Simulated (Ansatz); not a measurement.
Cost and result for the atomization energy of C2H9BGe (`C[B](C)[GeH3]`) (13 atoms, 12 bonds).

Z-matrix (Å, degrees):
```
C
B 1 1.558
H 1 1.092 2 114.8
H 1 1.103 2 105.0 3 114.9
H 1 1.094 2 114.5 3 -128.6
C 2 1.559 1 121.3 3 145.9
Ge 2 2.080 1 120.1 3 -34.0
H 6 1.092 2 115.7 1 152.3
H 6 1.094 2 113.9 1 23.7
H 6 1.103 2 104.7 1 -91.7
H 7 1.542 2 114.3 1 2.6
H 7 1.544 2 110.9 1 123.7
H 7 1.544 2 111.1 1 -118.8
```

Charge 0, multiplicity 1. Correlated methods include outer-core shells of Ge, which these sets cover unevenly. Scalar relativity is left out up to krypton. The geometry is a stationary point of PBE0-D4/def2-TZVP. Program: Ansatz. All runs use 4 threads of a server CPU on a shared host. Times are those of one run each, without the atoms' runs, and a repeat can differ threefold. Electronic energies, without spin–orbit coupling; frozen cores. CCSD(T)/CBS adds CCSD(T) − MP2 in def2-TZVPP to the MP2 limit, and its time is that of the two runs behind it. T1 = 0.011. With those shells the extrapolation isn't a true limit. B3LYP takes the VWN-RPA correlation (the form of Gaussian; ORCA's B3LYP/G). HSE06 is the plane-wave form, built on full-range PBE exchange.

CCSD(T)/CBS is a level of theory with its own doubt, some kJ/mol a heavy atom from the limit and from the frozen cores, so smaller differences don't rank the functionals.

```tsv
level	functions	wall time	atomization (kcal/mol)	difference from CCSD(T)/CBS	per bond
BLYP-D4/def2-TZVPP	267	1.6 s	1069.2	-8.4	-0.7
PBE0-D4/def2-TZVPP	267	2.6 s	1080.3	2.7	0.2
HSE06-D4/def2-TZVPP	267	2.7 s	1080.6	3.0	0.2
r2SCAN-D4/def2-TZVPP (with forces)	267	3.3 s	1083.9	6.3	0.5
B3LYP-D4/def2-TZVPP (with forces)	267	3.8 s	1079.6	2.0	0.2
B97M-V/def2-TZVPP	267	5.5 s	1088.7	11.1	0.9
ωB97X-V/def2-TZVPP	267	6 s	1081.6	4.0	0.3
B2PLYP/def2-TZVPP	267	7 s	1067.7	-9.9	-0.8
CCSD(T)/def2-SVP	119	9 s	1031.8	-45.8	-3.8
ωB97M-V/def2-TZVPP (with forces)	267	9.5 s	1078.7	1.1	0.1
MP2/def2-QZVPP	530	24 s	1070.0	-7.6	-0.6
CCSD(T)/def2-TZVPP	267	2.7 min	1058.3	-19.3	-1.6
CCSD(T)/CBS(def2)	–	3.1 min	1077.6	0.0	0.0
```

From PBE to PBE0 (25 % exact exchange), in def2-TZVPP and without D4, the atomization energy moves by −5.6 kcal/mol: exact exchange takes away binding that semilocal exchange gives to molecules. The D4 term adds +8.8 kcal/mol with B3LYP and +4.6 kcal/mol with PBE0; it sums over pairs of atoms, weighted by their polarisabilities, and B3LYP, whose exchange is more repulsive, gets the larger term. Leaving LDA and LC-ωPBE aside and taking each functional with its dispersion term where it has one, the values, not all of them listed here, spread over 25.3 kcal/mol, from BHLYP-D4 to B97M-V. LDA lies +128.5 kcal/mol from PBE without D4, its usual overbinding.
